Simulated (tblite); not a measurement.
Compound: C₃H₇BrSi₂.
SMILES with atom numbers: `[Br:1][Si@H:2]1[CH:3]=[CH:4][CH2:5][SiH2:6]1` (hydrogens: H7 on Si2; H8 on C3; H9 on C4; H10, H11 on C5; H12, H13 on Si6)

Computed with GFN2-xTB (tblite), gas phase: L-BFGS steps from a force-field or distance-geometry start until the largest atomic force falls under 0.01 eV/Å.

Step 46: E = -477.0475 eV
```
atom  x, y, z in Å  |  force x, y, z in eV/Å
Br1     3.0468   -1.5493   -0.6923    0.023  -0.029  -0.030
Si2     1.3486   -0.7379    0.5305   -0.055   0.042   0.075
C3      1.0732    1.0492    0.0179    0.044   0.036  -0.047
C4     -0.1672    1.4051   -0.2987   -0.067  -0.008   0.031
C5     -1.3479    0.4962   -0.1654   -0.056  -0.124  -0.005
Si6    -0.8053   -1.3432   -0.0274   -0.065  -0.040  -0.050
H7      1.8682   -0.8677    1.8925    0.026   0.012  -0.018
H8      1.8702    1.7715   -0.0778    0.064  -0.005   0.013
H9     -0.3873    2.4061   -0.6542    0.015   0.022   0.030
H10    -2.0393    0.6718   -0.9924    0.018  -0.012   0.003
H11    -1.8962    0.7812    0.7397    0.021  -0.003  -0.043
H12    -0.9998   -2.0434   -1.3058    0.004   0.065   0.088
H13    -1.5687   -2.0390    1.0158    0.028   0.044  -0.047
```

Step 47: E = -477.0492 eV
```
atom  x, y, z in Å  |  force x, y, z in eV/Å
Br1     3.0372   -1.5502   -0.7159    0.018  -0.022  -0.033
Si2     1.3489   -0.7407    0.5224   -0.022   0.063   0.111
C3      1.0717    1.0534    0.0320    0.049   0.015  -0.055
C4     -0.1675    1.4062   -0.2932   -0.039  -0.002   0.019
C5     -1.3475    0.4927   -0.1806   -0.046  -0.075  -0.001
Si6    -0.8078   -1.3438   -0.0207   -0.037  -0.035  -0.043
H7      1.8822   -0.8776    1.8794    0.017   0.009  -0.030
H8      1.8661    1.7819   -0.0454    0.042  -0.032   0.008
H9     -0.3841    2.4109   -0.6404   -0.011   0.016   0.036
H10    -2.0235    0.6642   -1.0212    0.022  -0.014   0.002
H11    -1.9119    0.7831    0.7121    0.001   0.000  -0.029
H12    -1.0104   -2.0567   -1.2883   -0.005   0.041   0.065
H13    -1.5578   -2.0228    1.0423    0.012   0.035  -0.050
```

Step 48: E = -477.0503 eV
```
atom  x, y, z in Å  |  force x, y, z in eV/Å
Br1     3.0313   -1.5480   -0.7333   -0.003  -0.010  -0.021
Si2     1.3485   -0.7413    0.5190    0.009   0.053   0.094
C3      1.0712    1.0563    0.0407    0.029  -0.006  -0.047
C4     -0.1681    1.4065   -0.2887   -0.005   0.006   0.004
C5     -1.3480    0.4893   -0.1915   -0.015  -0.011   0.000
Si6    -0.8104   -1.3442   -0.0163    0.008  -0.018  -0.019
H7      1.8932   -0.8868    1.8701    0.015   0.009  -0.021
H8      1.8644    1.7883   -0.0230    0.019  -0.045  -0.001
H9     -0.3820    2.4139   -0.6302   -0.034   0.009   0.040
H10    -2.0118    0.6593   -1.0420    0.020  -0.017  -0.002
H11    -1.9233    0.7849    0.6917   -0.019  -0.002  -0.015
H12    -1.0190   -2.0672   -1.2735   -0.013   0.013   0.020
H13    -1.5504   -2.0106    1.0592   -0.010   0.020  -0.032
```

Step 49: E = -477.0509 eV
```
atom  x, y, z in Å  |  force x, y, z in eV/Å
Br1     3.0289   -1.5428   -0.7443   -0.024  -0.002  -0.006
Si2     1.3483   -0.7407    0.5192    0.024   0.027   0.049
C3      1.0713    1.0577    0.0451    0.003  -0.015  -0.032
C4     -0.1683    1.4065   -0.2858    0.012   0.009  -0.005
C5     -1.3486    0.4877   -0.1978    0.008   0.026   0.002
Si6    -0.8119   -1.3442   -0.0137    0.037  -0.003  -0.001
H7      1.9006   -0.8947    1.8649    0.018   0.013   0.000
H8      1.8644    1.7905   -0.0108    0.010  -0.042  -0.009
H9     -0.3811    2.4154   -0.6241   -0.043   0.007   0.040
H10    -2.0044    0.6568   -1.0546    0.020  -0.021  -0.001
H11    -1.9310    0.7867    0.6794   -0.026  -0.006  -0.013
H12    -1.0252   -2.0753   -1.2631   -0.015  -0.002  -0.011
H13    -1.5475   -2.0030    1.0679   -0.023   0.010  -0.015
```

Q: Estimate the geometry and energy of step 50. (The exact step hangs on the optimiser's Hessian estimate; all steps are aligned on step 49, rigid shifts and turns removed.)

A: E = -477.0513 eV, largest force 0.056 eV/Å
```
atom  x, y, z in Å  |  force x, y, z in eV/Å
Br1     3.0270   -1.5395   -0.7506   -0.036   0.002   0.001
Si2     1.3486   -0.7397    0.5205    0.025   0.000   0.005
C3      1.0715    1.0582    0.0469   -0.014  -0.014  -0.018
C4     -0.1682    1.4067   -0.2842    0.014   0.012  -0.006
C5     -1.3488    0.4872   -0.2017    0.027   0.030   0.004
Si6    -0.8123   -1.3441   -0.0122    0.050   0.009   0.012
H7      1.9062   -0.8995    1.8615    0.024   0.015   0.027
H8      1.8645    1.7910   -0.0034    0.010  -0.033  -0.016
H9     -0.3815    2.4164   -0.6195   -0.042   0.009   0.036
H10    -1.9994    0.6551   -1.0625    0.016  -0.020  -0.006
H11    -1.9360    0.7876    0.6715   -0.031  -0.005  -0.008
H12    -1.0298   -2.0805   -1.2565   -0.014  -0.009  -0.029
H13    -1.5462   -1.9984    1.0724   -0.030   0.004  -0.003
```

The energy changes by -0.0004 eV. The first-order estimate −F·Δx gives -0.0006 eV and the mean of the old and new forces, exact on a quadratic surface, -0.0004 eV. The step makes an angle of 79° with the force vector and moves no atom by more than 0.010 Å.

What follows is the cost of the whole relaxation. Hardware: one thread of an Arm Neoverse N1, no GPU, on a shared host. Cost: 0.9 s.
